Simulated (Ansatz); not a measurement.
Computed with Ansatz.

A structure relaxed at PBE0-D4/def2-TZVP, charge 0, multiplicity 2:

```json
{"atom": "C1", "x (Å)": "-1.448", "y (Å)": "-0.023", "z (Å)": "0.529"}
{"atom": "C2", "x (Å)": "-0.520", "y (Å)": "-0.052", "z (Å)": "-0.612"}
{"atom": "Si3", "x (Å)": "1.218", "y (Å)": "0.050", "z (Å)": "0.108"}
{"atom": "Cl4", "x (Å)": "2.646", "y (Å)": "0.017", "z (Å)": "-1.385"}
{"atom": "H5", "x (Å)": "-1.787", "y (Å)": "0.917", "z (Å)": "0.945"}
{"atom": "H6", "x (Å)": "-1.721", "y (Å)": "-0.933", "z (Å)": "1.047"}
{"atom": "H7", "x (Å)": "-0.654", "y (Å)": "0.795", "z (Å)": "-1.291"}
{"atom": "H8", "x (Å)": "-0.590", "y (Å)": "-0.976", "z (Å)": "-1.194"}
{"atom": "H9", "x (Å)": "1.471", "y (Å)": "-1.110", "z (Å)": "0.995"}
{"atom": "H10", "x (Å)": "1.384", "y (Å)": "1.315", "z (Å)": "0.860"}
```

Give its formula and SMILES.

C2H6ClSi, `[CH2]C[SiH2]Cl`.

Point group (tolerance 0.08 Å, 0.16 Å for H)?

Cs.

Summarise the bond lengths by kind.

1 × C–C 1.472 Å; 4 × C–H 1.082 to 1.094 Å; 1 × C–Si 1.883 Å; 1 × Cl–Si 2.066 Å; 2 × H–Si 1.482 Å.
